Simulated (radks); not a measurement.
The numbers below are computed, except where a source is named.
Initial-state core-level shifts of neutral magnesium when its valence configuration changes from [Ne] 3s2. Code: a radial shooting solver on a logarithmic mesh with Libxc functionals. Model: non-relativistic Kohn-Sham, r2SCAN, spin-polarised, spherical densities, point nucleus; open shells are filled with parallel spins first; meta-GGA in the generalised Kohn-Sham scheme. Shifts are changes of the shell-averaged eigenvalues in eV (positive: less bound); the change of the density at the nucleus, which sets a Mossbauer isomer shift, is in e/bohr^3, on a base of 1095.

3p2: 1s -3.642; 2s -3.578; 2p -3.543; density at nucleus -2.8895
3s1 3p1: 1s -1.572; 2s -1.561; 2p -1.543; density at nucleus -1.3201
3s0.5 3p1.5: 1s -2.614; 2s -2.578; 2p -2.552; density at nucleus -2.1131
3s1.5 3p0.5: 1s -0.978; 2s -0.962; 2p -0.955; density at nucleus -0.6676
